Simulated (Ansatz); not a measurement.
Consider the formal exchange of groups at the Si–Si bond: `C=C[Si@@H](O)[Si@@H](O)F` + `[OH][GeH3]` → `C=C[SiH](O)[GeH2][OH]` + `O[SiH2]F`.

Isolated molecules relaxed with PBE0-D4/def2-TZVP in Ansatz; ΔE leaves out vibrations. CCSD(T)/CBS is the MP2 limit (def2-TZVPP, def2-QZVPP) plus CCSD(T) − MP2 in def2-TZVPP, frozen cores. DFT in def2-TZVPP. B3LYP here is the variant with VWN-RPA as its local correlation; programs differ in this. For Ge outer-core shells are correlated without core-valence functions, which leaves a few kJ/mol of doubt a bond. Scalar relativity is left out up to krypton. One conformer a species, not always the lowest.

`C=C[Si@@H](O)[Si@@H](O)F`:

```xyz
14

C    -1.685   -1.984   -0.136
C    -0.685   -1.410    0.528
Si    0.673   -0.476   -0.313
O     0.456   -0.694   -1.938
Si    0.537    1.811    0.218
O     0.992    1.979    1.783
F     1.543    2.623   -0.742
H    -1.742   -1.942   -1.219
H    -2.480   -2.522    0.373
H    -0.668   -1.479    1.615
H     2.005   -0.979    0.138
H     1.018   -0.194   -2.531
H    -0.789    2.453   -0.004
H     0.825    2.812    2.227
```

`[OH][GeH3]`:

```xyz
6

O    -0.860    0.435   -0.976
Ge    0.387   -0.128    0.166
H    -1.723    0.526   -0.566
H     1.664   -0.204   -0.675
H    -0.001   -1.509    0.728
H     0.533    0.879    1.323
```

`C=C[SiH](O)[GeH2][OH]`:

Cartesian coordinates in Å:
```
C -0.915 -0.115 2.191
C 0.318 -0.467 1.837
Si 1.123 -0.006 0.227
O 1.674 -1.315 -0.607
Ge -0.421 0.954 -1.329
O -0.443 -0.486 -2.424
H -1.339 -0.384 3.154
H -1.561 0.462 1.534
H 0.907 -1.048 2.547
H 2.279 0.887 0.506
H 1.132 -1.536 -1.375
H -1.873 1.242 -0.884
H 0.061 2.175 -2.144
H -0.943 -0.363 -3.233
```

`O[SiH2]F`:

Z-matrix (Å, degrees):
```
Si
F 1 1.596
O 1 1.630 2 111.0
H 1 1.482 2 106.0 3 121.4
H 1 1.474 2 108.2 3 -116.3
H 3 0.958 1 119.1 2 71.8
```

Q: Is it downhill or uphill in electronic energy at CCSD(T)/CBS, and by how much? (Estimate.)

A: The calculation gave: Downhill: ΔE = -0.35 eV.

Q: What do these levels give: PBE0-D4, B3LYP-D4, ωB97M-V, B2PLYP, PBE, HF/CBS(def2)? (Best estimate.)

A: Computed: PBE0-D4 -0.27, B3LYP-D4 -0.30, ωB97M-V -0.35, B2PLYP -0.32, PBE -0.26, HF/CBS(def2) -0.23 eV.

Largest T1 diagnostic among the species: 0.012.

In def2-TZVPP, CCSD(T) changes the Hartree–Fock value by −0.09 eV (the triples alone add −0.01 eV) and MP2 by −0.13 eV.
